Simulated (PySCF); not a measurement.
dimethyl(silyl)silane (C2H10Si2), SMILES C[SiH]([SiH3])C. Geometry: PBE-D3(BJ)/def2-SVP.

All values below come from PBE-D3(BJ)/def2-SVP run with PySCF 2.14.0.

Harmonic wavenumbers (cm⁻¹): 94, 124, 147, 158, 173, 197, 399, 454, 473, 596, 634, 675, 686, 740, 809, 834, 865, 872, 905, 908, 1209, 1216, 1379, 1380, 1388, 1391, 2127, 2135, 2149, 2152, 2973, 2973, 3071, 3072, 3079, 3079. Rotational constants (GHz): 4.960, 2.656, 1.969; symmetry number 1.

**Question.** Work out the zero-point energy and the ideal-gas rigid-rotor harmonic-oscillator thermochemistry at 298.15 K and 1 atm.

**Answer.** ZPE = ½ Σ hcν = ½ × 45515 cm⁻¹ = 272.24 kJ/mol. H − E(el) = 297.33 kJ/mol. Entropy in J/(mol K): translation 164.90, rotation 112.63, vibration 91.39, total 368.92. G − E(el) = 187.34 kJ/mol. Cp = 134.51 J/(mol K). Modes under 150 cm⁻¹ make the vibrational entropy uncertain.
